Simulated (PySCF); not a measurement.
C₃H₉AlO, SMILES C[CH2][AlH][O]C.

Geometry: ωB97X-D3(BJ)/def2-SVP. Other conformers were not sampled.

Two levels are set side by side: TDDFT-PBE/def2-SVPD (PySCF) and TDDFT-M06-2X/def2-SVPD (PySCF). Vertical, same geometry. The lowest singlet is HOMO→LUMO 100 % with PBE and HOMO→LUMO 97 % with the other functional; states are paired by order. Differences are taken from unrounded values.

| quantity | TDDFT-M06-2X |
|---|---|
| lowest singlet excitation (eV) | 5.51 |
| lowest triplet excitation (TDA) (eV) | 5.19 |
| first bright state (f over 0.05) (eV) | 6.66 |
| its oscillator strength | 0.07 |

What does TDDFT-PBE give, and how far is it from TDDFT-M06-2X? (Estimate from the structure and the level; the computed values follow.)


```
quantity                               TDDFT-PBE  TDDFT-PBE minus TDDFT-M06-2X
-------------------------------------  ---------  ----------------------------
lowest singlet excitation (eV)              4.97                         -0.54
lowest triplet excitation (TDA) (eV)        4.68                         -0.51
first bright state (f over 0.05) (eV)       5.58                         -1.07
its oscillator strength                     0.07                          0.01
```

Functionals without exact exchange tend to place singlet excitations lower, as here. Differences between two approximate levels are no errors against the true value.

Rough cost on one machine, each run with all the roots and properties that it gave: TDDFT-M06-2X against TDDFT-PBE about 10 times.
